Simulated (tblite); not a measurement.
Run record: tight-binding relaxation, `CC#C[C@@H]1C[Se][C@H]1BF`.

Computed with GFN2-xTB geometry optimisation, gas phase (tblite 0.8.0). Start geometry: from a force field or distance geometry. A driver script takes a list of jobs; this job's settings line and coordinates (Å) are shown.

Command:
```bash
OMP_NUM_THREADS=1 python probes_run.py task.json out
```

Input:
```
{"job": {"kind": "relax", "xc": "GFN2-xTB", "basis": "xTB"}, "charge": 0, "multiplicity": 1}
C      3.447900     0.164900     0.410300
C      1.983100     0.019500     0.500000
C      0.800900    -0.114700     0.593500
C     -0.669900    -0.256900     0.679100
C     -1.126400    -1.672100     0.311700
Se    -2.204600    -1.125200    -1.227200
C     -1.401700     0.470800    -0.445800
B     -2.527800     1.472700     0.076200
F     -2.540000     2.837200    -0.377000
H      3.854300     0.375600     1.421300
H      3.880400    -0.769200     0.010800
H      3.673300     1.006800    -0.269200
H     -1.025600     0.010800     1.717700
H     -1.757000    -2.128600     1.089100
H     -0.303800    -2.338300    -0.008800
H     -0.726400     0.965200    -1.158100
H     -3.363600     1.093600     0.826100
```

Output:
```
step      E/eV     max force
  0    -707.85787    3.286
  1    -708.09628    3.831
  2    -708.03847    4.420
  3    -708.24749    0.661
  4    -708.26344    0.393
  5    -708.27611    0.292
  6    -708.28132    0.211
  7    -708.28657    0.111
  8    -708.28852    0.130
  9    -708.29019    0.109
... (121 lines left out)
131    -708.35700    0.041
132    -708.35718    0.038
133    -708.35741    0.042
134    -708.35763    0.044
135    -708.35778    0.039
136    -708.35792    0.032
137    -708.35801    0.021
138    -708.35806    0.022
139    -708.35809    0.016
140    -708.35810    0.009
```

«max force» is the largest atomic force in eV/Å.

Problem. From which step on does the largest force stay under 0.1 eV/Å, and how much energy is left to gain from there?

Solution. From step 107 (0.037 eV/Å), 8.5 meV above the end.

In short: energy lowered by 11.5 kcal/mol over 140 steps; largest atomic force 0.009 eV/Å at the end.

Problem. How long does this job take on an Arm Neoverse N1 with one thread, shared host with 64 logical CPUs at a one-minute load of 61?

Solution. About 1.8 s.
Labels such as C1 count atoms from 1, the log's own numbers from 0.
